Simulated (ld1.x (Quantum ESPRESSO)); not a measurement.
What the settings do to the TM potential of Ir

Base potential:

Ir, norm-conserving Troullier–Martins (Kleinman–Bylander form), made with ld1.x (Quantum ESPRESSO) 7.5 (PBEsol, scalar-relativistic). Core [Kr] 4d10, reference 4f14 5s2 5p6 5d7 6s0 6p0 (charge +2). Waves: 5s (bound): rc 1.55 bohr; 5p (bound): rc 1.90 bohr; 4f (bound): rc 0.80 bohr; 5d (bound): rc 1.35 bohr. Local part: the d channel. Core correction: a·sin(br)/r model core inside 0.70 bohr.

All-electron outer shells of the reference configuration (PBEsol, scalar-relativistic, ld1.x):

```json
{"shell": "4p", "level (eV)": "-514.12", "outermost node (bohr)": "0.23", "outermost maximum (bohr)": "0.42"}
{"shell": "4d", "level (eV)": "-308.49", "outermost node (bohr)": "0.21", "outermost maximum (bohr)": "0.42"}
{"shell": "5s", "level (eV)": "-115.73", "outermost node (bohr)": "0.50", "outermost maximum (bohr)": "0.89"}
{"shell": "4f", "level (eV)": "-79.91", "outermost node (bohr)": "–", "outermost maximum (bohr)": "0.39"}
{"shell": "5p", "level (eV)": "-72.45", "outermost node (bohr)": "0.54", "outermost maximum (bohr)": "1.01"}
{"shell": "5d", "level (eV)": "-24.44", "outermost node (bohr)": "0.59", "outermost maximum (bohr)": "1.29"}
{"shell": "6s", "level (eV)": "-21.48", "outermost node (bohr)": "1.16", "outermost maximum (bohr)": "2.24"}
{"shell": "6p", "level (eV)": "-13.95", "outermost node (bohr)": "1.37", "outermost maximum (bohr)": "2.84"}
```

Cutoffs, loose and tight: the cutoffs (Ry, on a coarse ladder) from which the occupation-weighted sum of valence levels, in a spherical-Bessel basis at the reference potential, stays within 10 and 1 mRy of its value at 400 Ry. They do not see the model core or the augmentation charge, which bear on the density cutoff. Test errors are all-electron minus pseudo excitation energies from the reference, over the configurations 4f14 5s2 5p6 5d7 6s2 6p0; 4f14 5s2 5p6 5d7 6s1 6p0; 4f14 5s2 5p6 5d6 6s0 6p0; 4f14 5s2 5p6 5d7 6s0 6p1; 4f14 5s2 5p6 5d8 6s1 6p0; 4f14 5s2 5p6 5d8 6s0 6p0; 4f14 5s1 5p6 5d7 6s2 6p0. A dash means not determined; rows that change the core or the reference have their own tests. The largest error is taken over the tests solved by every variant that gives reliable tests at all: 4f14 5s2 5p6 5d6 6s0 6p0; 4f14 5s2 5p6 5d7 6s0 6p1; 4f14 5s2 5p6 5d8 6s0 6p0.

A true bound ghost makes a file unfit for plane-wave use even where its test errors are small: the radial tests pick states by their node count and pass the ghost by. Where a test does run into it, the solver fails or the error is huge.

Cutoffs are not given where the Bessel-basis levels miss the radial ones by over 6 mRy, ghosts where they miss by over 20 mRy; a channel whose overlap is not positive is not tested.

```csv
change,outcome,bound ghosts,largest test error (meV)
base,generated,not determined,-412
wave 5d (bound): rc 1.35 bohr becomes 5d (bound): rc 0.90 bohr,generated,"p, s",+139
wave 5d (bound): rc 1.35 bohr becomes 5d (bound): rc 1.16 bohr,generated,not determined,-52
wave 5d (bound): rc 1.35 bohr becomes 5d (bound): rc 1.34 bohr,generated,not determined,-377
wave 5d (bound): rc 1.35 bohr becomes 5d (bound): rc 1.48 bohr,generated,not determined,-310
wave 5d (bound): rc 1.35 bohr becomes 5d (bound): rc 1.62 bohr,generated,not determined,-167
wave 5d (bound): rc 1.35 bohr becomes 5d (bound): rc 1.72 bohr,generated,not determined,-136
wave 5d (bound): rc 1.35 bohr becomes 5d (bound): rc 1.88 bohr,generated,not determined,-123
wave 5d (bound): rc 1.35 bohr becomes 5d (bound): rc 2.00 bohr,generated,not determined,-140
```

What comes out with this change to the base: wave 5d (bound): rc 1.35 bohr becomes 5d (bound): rc 1.04 bohr?

outcome: generated; bound ghosts: not determined; largest test error (meV): +59.

Reading the sweep of the d radius (base included, trends over the rows without a ghost): Bound ghosts are found at 0.9 bohr. Every judged row has one, so this setting neither creates nor removes them.
